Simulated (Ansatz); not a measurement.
A nudged elastic band was laid between two geometries of CH$_{7}$FSSi$_{3}$ (13 atoms, charge 0, multiplicity 1).

These are results of RKS PBE/STO-3G in Ansatz, not measurements.

```yaml
movable_images: 9
climbing_image: yes
spring: 5.0 eV/Å²
optimiser: quadratic models (default)
start_path: through a guess of the saddle point
force_threshold: 0.5 eV/Å
iteration_limit: 35
end_points: relaxed
```

First end point:

```xyz
13
Properties=species:S:1:pos:R:3
F 0.435 -0.022 2.443
C 0.991 -0.645 1.305
S 0.369 -2.428 1.095
Si -0.504 -1.843 -0.785
Si 0.485 0.145 -0.420
Si -0.686 2.074 -0.296
H 2.110 -0.683 1.449
H -0.039 -2.642 -1.917
H -1.965 -1.894 -0.811
H 1.689 0.345 -1.226
H -1.886 1.914 0.510
H 0.117 3.136 0.291
H -1.096 2.509 -1.624
```

Last end point:

```xyz
13
Properties=species:S:1:pos:R:3
F 1.362 0.263 2.498
C 1.596 -0.427 1.336
S 0.023 -2.150 1.402
Si -0.271 -1.517 -0.691
Si 0.643 0.490 -0.255
Si -0.905 2.143 -0.411
H 1.011 -3.072 1.169
H 0.426 -2.501 -1.514
H -1.702 -1.670 -0.943
H 1.673 0.780 -1.252
H -2.052 1.883 0.448
H -0.356 3.431 -0.007
H -1.425 2.311 -1.765
```

(1) What changes between the two ends?

(2) What energy profile does the band end with?

(3) What is the geometry of the highest image?

## Answers

(1) Bonds broken: C2–H7. Bonds formed: S3–H7.

(2) The run converged. The highest image is number 8 of 0 to 10, 3.30 eV above the first end and 0.26 eV above the last; the last end lies 3.03 eV above the first. The threshold of 0.5 eV/Å is loose, so the images may lie well off the minimum-energy path. Neighbouring images differ by up to 1.3 eV, so the band resolves the path poorly. The order of the stationary point at the top wasn't checked. The orbitals stay closed-shell, which can raise the energy where a bond breaks towards radicals; this wasn't checked here. Limits of this set-up: minimal basis.

| image | path coordinate (Å) | energy (eV) | C2–H7 (Å) | S3–H7 (Å) |
| --- | --- | --- | --- | --- |
| 0 | 0.00 | 0.00 | 1.13 | 2.49 |
| 1 | 0.46 | 0.01 | 1.13 | 2.49 |
| 2 | 0.92 | 0.03 | 1.13 | 2.49 |
| 3 | 1.38 | 0.07 | 1.13 | 2.48 |
| 4 | 1.83 | 0.35 | 1.12 | 2.32 |
| 5 | 2.29 | 1.66 | 1.11 | 1.98 |
| 6 | 2.74 | 2.80 | 1.25 | 1.67 |
| 7 | 3.19 | 3.25 | 1.73 | 1.42 |
| 8 | 3.64 | 3.30 | 2.12 | 1.36 |
| 9 | 4.09 | 3.09 | 2.48 | 1.36 |
| 10 | 4.54 | 3.03 | 2.71 | 1.37 |

(3) 
```xyz
13
Properties=species:S:1:pos:R:3:forces:R:3
F 1.196 0.410 2.433 -0.06 0.01 -0.06
C 1.517 -0.371 1.356 0.03 0.20 0.03
S -0.153 -2.279 1.364 -0.11 0.13 -0.18
Si -0.276 -1.626 -0.730 -0.10 0.07 0.18
Si 0.637 0.393 -0.336 0.04 -0.06 0.08
Si -0.871 2.077 -0.344 -0.01 -0.03 -0.04
H 1.195 -2.467 1.274 0.21 -0.39 0.00
H 0.456 -2.567 -1.576 0.00 -0.02 0.03
H -1.689 -1.718 -1.088 0.04 0.02 0.01
H 1.690 0.685 -1.308 0.00 0.03 0.02
H -1.993 1.791 0.539 0.02 0.00 -0.02
H -0.273 3.326 0.106 0.00 0.00 0.00
H -1.416 2.311 -1.674 -0.05 0.05 -0.03
```

Time of the run: 12 min on 1 thread of Arm Neoverse N1 (shared host), peak memory 0.12 GiB.
